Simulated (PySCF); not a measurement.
Identify the unknown among the candidates.

* 1H NMR: chemical shifts (computed TMS as zero) by class: 7.73 (1 H), 7.70 (1 H), 7.52 (1 H), 3.48 (2 H), 2.72 (1 H) ppm [GIAO PBE0/pcSseg-1]
* 13C NMR: chemical shifts (computed TMS as zero) by class: 141.5 (1 C), 134.2 (1 C), 133.3 (1 C), 127.4 (1 C), 123.8 (1 C), 118.5 (1 C), 90.1 (1 C), 85.6 (1 C), 22.8 (1 C) ppm [GIAO PBE0/pcSseg-1]
* Rotational structure: rotational constants A, B, C: 4.902, 1.186, 0.961 GHz [GFN2-xTB]
* Dipole: 0.82 D [PBE0/pcSseg-1]

Gas-phase values; electronic properties from PySCF, density fitting. Levels stand in brackets. Isolated species at its GFN2-xTB geometry, gas phase. Each NMR value is the plain mean over a class of atoms that symmetry, rotation or inversion makes alike.

Question: Which candidate is it?
A. `C#CC#C/C=C\C#CC`
B. `C#C/C=C(\F)C#CCF`
C. `C=C1C=Cc2ccccc21`
D. `C#Cc1ccc2c(c1)C2`

Answer: D. It is `C#Cc1ccc2c(c1)C2`. Numbering: `[CH:1]#[C:2][c:3]1[cH:4][cH:5][c:6]2[c:7]([cH:8]1)[CH2:9]2`. Its formula, C9H6, gives 7 degrees of unsaturation: 2 rings and 5 π bonds in the structure found (Kekulé form). 9 carbons fall into 9 classes; from least to most shielded: aromatic CH carbon [C4] (141.5 ppm), substituted aromatic carbon [C6] (134.2 ppm), substituted aromatic carbon [C7] (133.3 ppm), substituted aromatic carbon [C3] (127.4 ppm), aromatic CH carbon [C8] (123.8 ppm), aromatic CH carbon [C5] (118.5 ppm), alkyne carbon [C2] (90.1 ppm), terminal alkyne carbon [C1] (85.6 ppm), benzylic-type carbon [C9] (22.8 ppm). Hydrogen classes from least to most shielded: 1 H on an aromatic CH carbon, C4 (7.73 ppm), 1 H on an aromatic CH carbon, C8 (7.70 ppm), 1 H on an aromatic CH carbon, C5 (7.52 ppm), 2 H on a benzylic-type carbon, C9 (3.48 ppm), 1 H on a terminal alkyne carbon, C1 (2.72 ppm). The optimised geometry has point group Cs and is an asymmetric top.

The others, at the same levels:
- `C#CC#C/C=C\C#CC` fails: its computed 13C shifts are 134.9 (1 C), 123.7 (1 C), 112.3 (1 C), 94.5 (1 C), 85.1 (1 C), 84.3 (1 C), 76.7 (1 C), 73.9 (1 C), 6.6 (1 C) ppm, 1H shifts are 6.23 (1 H), 5.94 (1 H), 2.36 (3 H), 2.19 (1 H) ppm and rotational constant A is 2.221 GHz (against 4.902 GHz).
- `C=C1C=Cc2ccccc21` fails: it has 8 hydrogens where the 1H data count 6; its computed 13C shifts are 155.3 (1 C), 149.1 (1 C), 140.9 (1 C), 140.9 (1 C), 136.6 (1 C), 133.7 (1 C), 130.5 (1 C), 126.0 (1 C), 125.3 (1 C), 122.5 (1 C) ppm, 1H shifts are 7.90 (1 H), 7.53 (1 H), 7.53 (1 H), 7.42 (1 H), 7.08 (1 H), 6.63 (1 H), 6.49 (1 H), 6.09 (1 H) ppm and rotational constant A is 2.776 GHz (against 4.902 GHz).
- `C#C/C=C(\F)C#CCF` fails: it has 4 hydrogens where the 1H data count 6; its computed 13C shifts are 161.6 (1 C), 104.6 (1 C), 102.0 (1 C), 100.6 (1 C), 90.3 (1 C), 79.5 (1 C), 73.7 (1 C) ppm, 1H shifts are 5.58 (2 H), 5.49 (1 H), 3.40 (1 H) ppm and rotational constant A is 5.164 GHz (against 4.902 GHz).
